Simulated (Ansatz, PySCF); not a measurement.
[(Z)-prop-1-enyl]silane (C3H8Si), SMILES C(=C/[SiH3])/C. Atoms are numbered in the order given.

```xyz
12

C     -1.5147     1.2106     0.3976
C     -1.3769    -0.0674    -0.3635
C     -0.2428    -0.7732    -0.5366
Si     1.4438    -0.3153     0.1419
H     -2.2468     1.1028     1.2168
H     -1.8989     2.0152    -0.2533
H     -0.5624     1.5502     0.8337
H     -2.3071    -0.4446    -0.8155
H     -0.3151    -1.6968    -1.1271
H      1.4463    -0.2384     1.6372
H      2.4327    -1.3540    -0.2745
H      1.9140     1.0112    -0.3692
```
Charge 0, spin multiplicity 1.

Geometry optimised at r2SCAN-D4/def2-SVP.

Two levels are set side by side: PBE-D3(BJ)/def2-SVP (Ansatz, a first-principles code) and r2SCAN-D4/def2-SVP (Ansatz). Each level has its own optimised geometry; the coordinates shown are those of the second. Frequencies come from the Hessian of PySCF at each geometry. Differences are taken from unrounded values.

```csv
quantity,r2SCAN-D4
mean bond length (Å),1.337
bond C1–C2 (Å),1.494
bond C2–C3 (Å),1.347
bond C3–Si4 (Å),1.875
bond C1–H5 (Å),1.104
bond C1–H6 (Å),1.104
bond C1–H7 (Å),1.101
bond C2–H8 (Å),1.101
bond C3–H9 (Å),1.099
bond Si4–H10 (Å),1.497
bond Si4–H11 (Å),1.493
bond Si4–H12 (Å),1.497
highest harmonic wavenumber (cm⁻¹),3143
mean harmonic wavenumber (cm⁻¹),1382
zero-point energy (kcal/mol),59.26
```

Problem. What does PBE-D3(BJ) give, and how far is it from r2SCAN-D4? (An estimate is asked for; the answer gives what the named calculation found.)

Solution. 
```tsv
quantity	PBE-D3(BJ)	PBE-D3(BJ) minus r2SCAN-D4
mean bond length (Å)	1.345	0.008
bond C1–C2 (Å)	1.498	0.004
bond C2–C3 (Å)	1.353	0.006
bond C3–Si4 (Å)	1.883	0.008
bond C1–H5 (Å)	1.112	0.008
bond C1–H6 (Å)	1.112	0.008
bond C1–H7 (Å)	1.109	0.008
bond C2–H8 (Å)	1.108	0.007
bond C3–H9 (Å)	1.105	0.006
bond Si4–H10 (Å)	1.508	0.011
bond Si4–H11 (Å)	1.504	0.011
bond Si4–H12 (Å)	1.508	0.011
highest harmonic wavenumber (cm⁻¹)	3082	-61
mean harmonic wavenumber (cm⁻¹)	1345	-37
zero-point energy (kcal/mol)	57.66	-1.60
```
